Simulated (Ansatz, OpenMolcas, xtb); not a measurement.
**A ladder of methods for CH6O2Si (SMILES C[SiH](O)O)**

CH6O2Si has 10 atoms, charge 0, and is taken as a singlet. SMILES: `C[SiH](O)O`. The coordinates come from a PBE0-D4/def2-TZVP relaxation. This is one conformer, not always the lowest.

Quantity: the HOMO–LUMO gap, in eV. The values are calculated.

```
           level                    kind     program  value (eV)   CPU time
        GFN0-xTB          semi-empirical         xtb        6.34  under 2 s
      HF/cc-pVDZ            Hartree–Fock      Ansatz       16.57      3.3 s
   SVWN5/cc-pVDZ                     LDA  OpenMolcas        7.21       28 s
    BLYP/cc-pVDZ                     GGA      Ansatz        7.09      7.8 s
   M06-L/cc-pVDZ                meta-GGA  OpenMolcas        8.38       49 s
    PBE0/cc-pVDZ           global hybrid  OpenMolcas        9.79       38 s
 r2SCAN0/cc-pVDZ         hybrid meta-GGA      Ansatz       10.54       18 s
   HSE06/cc-pVDZ  range-separated hybrid      Ansatz        9.01      9.5 s
   wB97X/cc-pVDZ  range-separated hybrid      Ansatz       14.49       31 s
PBE-QIDH/cc-pVDZ           double hybrid      Ansatz       13.98       13 s
```

The values span 6.34 to 16.57 eV. Orbital gaps aren't excitation energies, and those of double hybrids come from the SCF part alone; they tend to grow with the share of exact exchange. CPU times are rough (shared hosts, several kinds of processor and program).
